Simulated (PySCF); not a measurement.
MSBr across group 3

Level: PBE0, basis family def2-TZVP, scalar-relativistic core potentials from Rb on and no relativity for lighter atoms.

Each entry is the lowest minimum that a search over a few typed start shapes (and spin states, where more than one is plausible) found, or that minimum re-optimised at the stated level; isomers with ligand–ligand bonds, or fragments after loss of a ligand pair, can lie lower. Open shells are unrestricted; no spin–orbit coupling; PySCF with density fitting.

```tsv
molecule	2S+1	point group	mean bond to the central atom (Å)	dipole (D)	highest ω (cm⁻¹)	polar-tensor charge of the central atom	distinct angles (°)
ScSBr	?	?	?	?	?	?	?
YSBr	1	Cs	2.451	7.58	499	1.57	119
LaSBr	1	Cs	2.598	8.45	454	1.65	112
```

Problem. Fill in the row of ScSBr.

Solution. 2S+1: 1; point group: Cs; mean bond to the central atom (Å): 2.304; dipole (D): 5.84; highest ω (cm⁻¹): 589; polar-tensor charge of the central atom: 1.54; distinct angles (°): 128.

Left out of the table are members whose search was unfinished or whose lowest solution was spin-contaminated, unstable, very soft or bonded differently.
